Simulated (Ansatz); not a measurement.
(KNH2)2 ring (K2N2H4). The state is a singlet with charge 0. Geometry r2SCAN-D4/def2-SVP.

```xyz
8

K    -1.103   -1.184    0.770
N    -0.503    1.333    1.329
K     1.094    1.188   -0.777
N     0.502   -1.333   -1.330
H    -1.262    2.030    1.318
H    -0.078    1.538    2.246
H     0.086   -1.547   -2.248
H     1.265   -2.026   -1.308
```

LC-ωPBE has ω = 0.4 bohr⁻¹.

**Question.** Estimate the orbital energies around the gap (eV) in Ansatz with PBE-D4/def2-TZVPD, r2SCAN-D4/def2-TZVP, PBE0-D4/def2-TZVPD, LC-ωPBE/def2-TZVP, ωB97X-V/def2-TZVP.

**Answer.** 
```tsv
orbital	PBE-D4/def2-TZVPD	r2SCAN-D4/def2-TZVP	PBE0-D4/def2-TZVPD	LC-ωPBE/def2-TZVP	ωB97X-V/def2-TZVP
HOMO−5	-8.31	-8.49	-9.70	-12.48	-12.15
HOMO−4	-8.30	-8.48	-9.70	-12.47	-12.14
HOMO−3	-5.32	-5.40	-6.66	-9.37	-9.07
HOMO−2	-5.10	-5.20	-6.43	-9.08	-8.79
HOMO−1	-3.27	-3.26	-4.41	-7.08	-6.74
HOMO	-3.02	-3.04	-4.19	-6.86	-6.51
LUMO	-1.07	-0.45	-0.55	0.50	0.51
LUMO+1	-0.62	-0.02	-0.19	0.66	0.73
LUMO+2	-0.06	1.15	0.28	2.42	2.34
LUMO+3	-0.04	1.34	0.36	2.67	2.64
LUMO+4	0.29	1.60	0.64	2.83	2.78
LUMO+5	0.34	1.69	0.65	2.90	2.81
```
